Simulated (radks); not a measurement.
Initial-state core-level shifts of the bismuth ion Bi+ when its valence configuration changes from [Hg] 6p2. Calculated with a radial shooting solver on a logarithmic mesh with Libxc functionals: scalar-relativistic Kohn-Sham, PBE, spin-unpolarised, spherical densities, point nucleus. Shifts are changes of the shell-averaged eigenvalues in eV (positive: less bound).

[Xe] 4f14 5d10 6s1.5 6p2.5: 1s -0.931; 3p -0.920; 4p -0.922; 4d -0.921
[Xe] 4f14 5d10 6s1 6p3: 1s -1.842; 3p -1.822; 4p -1.825; 4d -1.823
[Xe] 4f12 5d10 6s1 6p5: 1s -45.574; 3p -53.237; 4p -44.495; 4d -43.290
[Xe] 4f12 5d10 6s2 6p4: 1s -43.863; 3p -51.540; 4p -42.797; 4d -41.596
[Xe] 4f13 5d10 6s2 6p3: 1s -21.548; 3p -25.310; 4p -21.153; 4d -20.554
[Xe] 4f14 5d10 6p4: 1s -3.612; 3p -3.573; 4p -3.581; 4d -3.575
[Xe] 4f13 5d10 6p5: 1s -25.030; 3p -28.761; 4p -24.607; 4d -24.003
[Xe] 4f12 5d10 6s0.5 6p5.5: 1s -46.410; 3p -54.068; 4p -45.325; 4d -44.119
[Xe] 4f13.5 5d10 6s1.5 6p3: 1s -11.588; 3p -13.440; 4p -11.415; 4d -11.115
